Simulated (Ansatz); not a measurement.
Reaction (ligand exchange at a Ti–C bond): `[CH3][Ti]([F])([F])[Cl]` + H–F → `[F][Ti]([F])([F])[Cl]` + CH₄

Gas-phase electronic energies from Ansatz, PBE0-D4/def2-TZVP geometries. CCSD(T)/CBS adds triple-zeta CCSD(T) − MP2 to the extrapolated MP2 energy (def2 sets, frozen cores). This one scheme is used for every species. Functionals use def2-TZVPP. HSE06 is defined as in plane-wave codes. For Ti outer-core shells are correlated without core-valence functions, which leaves a few kJ/mol of doubt a bond. Scalar relativity is left out up to krypton.

**Question.** Is it downhill or uphill in electronic energy at CCSD(T)/CBS, and by how much? (Estimate.)

**Answer.** The calculation gave: Downhill: ΔE = -174.0 kJ/mol.

**Question.** What do these levels give: LDA (SPW92), revPBE-D4, BLYP-D4, HSE06-D4, CAM-B3LYP-D4, ωB97M-V, B2PLYP, PBE, BLYP, r2SCAN0, HSE06, HF/def2-SVP? (Estimate.)

**Answer.** Computed: LDA (SPW92) -197.8, revPBE-D4 -197.9, BLYP-D4 -203.9, HSE06-D4 -188.2, CAM-B3LYP-D4 -198.5, ωB97M-V -189.6, B2PLYP -200.4, PBE -202.6, BLYP -210.9, r2SCAN0 -193.4, HSE06 -191.3, HF/def2-SVP -192.5 kJ/mol.

Largest T1 diagnostic among the species: 0.024, so the coupled-cluster value is less sure than usual.

Leaving LDA and LC-ωPBE aside and taking each functional with its dispersion term where it has one, the values, not all of them listed here, spread over 17.9 kJ/mol, from B97M-V to HSE06-D4. LDA lies +4.8 kJ/mol from PBE without D4. In def2-TZVPP, CCSD(T) changes the Hartree–Fock value by +8.6 kJ/mol (the triples alone add −4.8 kJ/mol) and MP2 by +9.6 kJ/mol.
